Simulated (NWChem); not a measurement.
System: 1,1-difluoroethane (C$_{2}$H$_{4}$F$_{2}$); SMILES CC(F)F

Excerpt of the output:

```
             Northwest Computational Chemistry Package (NWChem) 7.3.0
             --------------------------------------------------------

 CS  symmetry detected

                             Geometry "geometry" -> ""
                             -------------------------

 Output coordinates in angstroms (scale by  1.889725989 to convert to a.u.)

  No.       Tag          Charge          X              Y              Z
 ---- ---------------- ---------- -------------- -------------- --------------
    1 C                    6.0000    -0.11607983    -1.36219971     0.00000000
    2 C                    6.0000     0.35192675     0.06325292     0.00000000
    3 F                    9.0000    -0.11979431     0.70988359    -1.09221500
    4 F                    9.0000    -0.11979431     0.70988359     1.09221500
    5 H                    1.0000    -1.21527109    -1.38049309     0.00000000
    6 H                    1.0000     0.25181721    -1.88303475    -0.89447600
    7 H                    1.0000     0.25181721    -1.88303475     0.89447600
    8 H                    1.0000     1.45285277     0.16233864     0.00000000

 Effective nuclear repulsion energy (a.u.)     132.8145384597

      Symmetry information
      --------------------

 Group name             Cs
 Group number              2
 Group order               2
 No. of unique centers     6

                                 NWChem DFT Module
                                 -----------------

 Summary of "ao basis" -> "ao basis" (spherical)
 ------------------------------------------------------------------------------
       Tag                 Description            Shells   Functions and Types
 ---------------- ------------------------------  ------  ---------------------
 C                         def2-tzvpd               13       37   6s3p3d1f
 F                         def2-tzvpd               14       40   6s4p3d1f
 H                         def2-tzvpd                5        9   3s2p

      Symmetry analysis of basis
      --------------------------

        a'        113
        a"         77

            General Information
            -------------------
          SCF calculation type: DFT
          Wavefunction type:  closed shell.
          No. of atoms     :     8
          No. of electrons :    34
           Alpha electrons :    17
            Beta electrons :    17
          Charge           :     0
          Spin multiplicity:     1
          Use of symmetry is: on ; symmetry adaption is: on
          Maximum number of iterations: 150
          AO basis - number of functions:   190
                     number of shells:    74
          Convergence on energy requested:  1.00D-06
          Convergence on density requested:  1.00D-05
          Convergence on gradient requested:  5.00D-04

              XC Information
              --------------
                      r^2SCAN Method XC Functional
               r^2SCAN metaGGA Exchange Functional  1.000
                     r^2SCAN Correlation Potential  1.000

             Grid Information
             ----------------
          Grid used for XC integration:  medium
          Radial quadrature: Mura-Knowles
          Angular quadrature: Lebedev.
          Tag              B.-S. Rad. Rad. Pts. Rad. Cut. Ang. Pts.
          ---              ---------- --------- --------- ---------
          C                   0.70       49          11.0       434
          F                   0.50       49          11.0       434
          H                   0.35       45          11.0       434
          Grid pruning is: on
          Number of quadrature shells:   282
          Spatial weights used:  Erf1

      Superposition of Atomic Density Guess
      -------------------------------------

 Sum of atomic energies:        -276.17841769

      Non-variational initial energy
      ------------------------------

 Total energy =    -277.831553
 1-e energy   =    -644.953962
 2-e energy   =     234.307871
 HOMO         =      -0.386153
 LUMO         =       0.054490

      Symmetry analysis of molecular orbitals - initial
      -------------------------------------------------

  Numbering of irreducible representations:

     1 a'          2 a"

  Orbital symmetries:

     1 a'          2 a"          3 a'          4 a'          5 a'
     6 a"          7 a'          8 a'          9 a'         10 a"
    11 a'         12 a"         13 a"         14 a'         15 a"
    16 a'         17 a'         18 a'         19 a'         20 a"
    21 a'         22 a"         23 a'         24 a'         25 a"
    26 a'         27 a"

------------------------------------------------------------
EAF file 0: "./job.aoints.0" size=526909440 bytes
------------------------------------------------------------
               write      read    awrite     aread      wait
               -----      ----    ------     -----      ----
     calls:     1005         0         0         0         0
   data(b): 5.27e+08  0.00e+00  0.00e+00  0.00e+00
   time(s): 0.00e+00  0.00e+00  0.00e+00  0.00e+00  0.00e+00
rate(mb/s): 0.00e+00  0.00e+00
------------------------------------------------------------

     ---------------------------------------------
      Total Density - Mulliken Population Analysis
     ---------------------------------------------

    Atom       Charge   Shell Charges
 -----------   ------   -------------------------------------------------------
    1 C    6     6.78   0.86  1.12  0.56  0.68  0.12  0.00  1.29  1.41  0.66  0.01  0.02  0.03  0.00
    2 C    6     5.08   0.85  1.12  0.50  0.61  0.05  0.02  0.87  0.92 -0.08  0.04  0.16 -0.01  0.02
    3 F    9     9.41   0.77  1.20  0.61  1.00  0.32  0.00  2.33  2.31  0.83  0.01  0.00  0.01  0.00  0.00
    4 F    9     9.41   0.77  1.20  0.61  1.00  0.32  0.00  2.33  2.31  0.83  0.01  0.00  0.01  0.00  0.00
    5 H    1     0.80   0.24  0.45  0.07  0.02  0.02
    6 H    1     0.78   0.24  0.44  0.05  0.02  0.02
    7 H    1     0.78   0.24  0.44  0.05  0.02  0.02
    8 H    1     0.97   0.26  0.48  0.20  0.02  0.01

   convergence    iter        energy       DeltaE   RMS-Dens  Diis-err
 ---------------- ----- ----------------- --------- --------- ---------
 d= 0,ls=0.0,diis     1   -278.2027990499 -4.11D+02  6.53D-03  1.10D+00
 d= 0,ls=0.0,diis     2   -278.1045763759  9.82D-02  2.97D-03  2.41D+00
 d= 0,ls=0.0,diis     3   -278.2982819073 -1.94D-01  5.18D-04  4.38D-02
 d= 0,ls=0.0,diis     4   -278.3003838678 -2.10D-03  2.85D-04  9.20D-03
 d= 0,ls=0.0,diis     5   -278.3011494117 -7.66D-04  6.76D-05  2.43D-04
  Resetting Diis
 d= 0,ls=0.0,diis     6   -278.3011802172 -3.08D-05  1.01D-05  3.24D-06
 d= 0,ls=0.0,diis     7   -278.3011805141 -2.97D-07  5.17D-06  7.13D-07

         Total DFT energy =     -278.301180514116
      One electron energy =     -647.413310531575
           Coulomb energy =      269.471020047626
    Exchange-Corr. energy =      -33.173428489843
 Nuclear repulsion energy =      132.814538459677

 Numeric. integr. density =       34.000002072862

                  Occupations of the irreducible representations
                  ----------------------------------------------

                     irrep           alpha         beta
                     --------     --------     --------
                     a'               11.0         11.0
                     a"                6.0          6.0

                       DFT Final Molecular Orbital Analysis
                       ------------------------------------

 Vector   15  Occ=2.000000D+00  E=-3.649887D-01  Symmetry=a'
              MO Center= -3.4D-02, -2.8D-01,  8.0D-14, r^2= 2.7D+00
   Bfn.  Coefficient  Atom+Function         Bfn.  Coefficient  Atom+Function
  ----- ------------  ---------------      ----- ------------  ---------------
    82      0.216947  3 F  py               122      0.216947  4 F  py
     5     -0.187016  1 C  s                 85      0.178514  3 F  py
   125      0.178514  4 F  py                13     -0.163583  1 C  px
     8      0.158004  1 C  py                 7     -0.147755  1 C  px
   156      0.138486  5 H  s                 81     -0.123572  3 F  px

 Vector   16  Occ=2.000000D+00  E=-3.536825D-01  Symmetry=a"
              MO Center= -7.0D-02,  1.7D-01, -1.0D-13, r^2= 2.5D+00
   Bfn.  Coefficient  Atom+Function         Bfn.  Coefficient  Atom+Function
  ----- ------------  ---------------      ----- ------------  ---------------
    82      0.237252  3 F  py               122     -0.237252  4 F  py
    83      0.224896  3 F  pz               123      0.224896  4 F  pz
    85      0.194421  3 F  py               125     -0.194421  4 F  py
    86      0.185641  3 F  pz               126      0.185641  4 F  pz
     9     -0.157214  1 C  pz                88      0.134287  3 F  py

 Vector   17  Occ=2.000000D+00  E=-3.039784D-01  Symmetry=a'
              MO Center=  1.9D-01,  1.1D-01,  3.6D-14, r^2= 2.2D+00
   Bfn.  Coefficient  Atom+Function         Bfn.  Coefficient  Atom+Function
  ----- ------------  ---------------      ----- ------------  ---------------
     5      0.287839  1 C  s                 81     -0.215683  3 F  px
   121     -0.215683  4 F  px                50      0.211195  2 C  px
   183      0.198525  8 H  s                  8     -0.180896  1 C  py
    84     -0.176403  3 F  px               124     -0.176403  4 F  px
    44      0.172962  2 C  px                82     -0.158446  3 F  py

[...]
```

Level: r2SCAN/def2-TZVPD. The geometry was optimised at PBE0/def2-SVP.

Question: Which NWChem input produces such a log?

Answer: This is not unique; one that fits is the input that was run:
```
start job
memory heap 200 mb stack 900 mb global 1100 mb
geometry units angstroms noautoz
  C     -0.113080     1.366535     0.000000
  C      0.350818    -0.060260     0.000000
  F     -0.122764    -0.705529    -1.092215
  F     -0.122764    -0.705529     1.092215
  H     -1.212214     1.387995     0.000000
  H      0.256316     1.886308    -0.894476
  H      0.256316     1.886308     0.894476
  H      1.451454    -0.162517     0.000000
end
basis spherical
  * library def2-tzvpd
end
dft
  xc r2scan
  iterations 150
  semidirect filesize 400000000
  mulliken
end
task dft energy
```
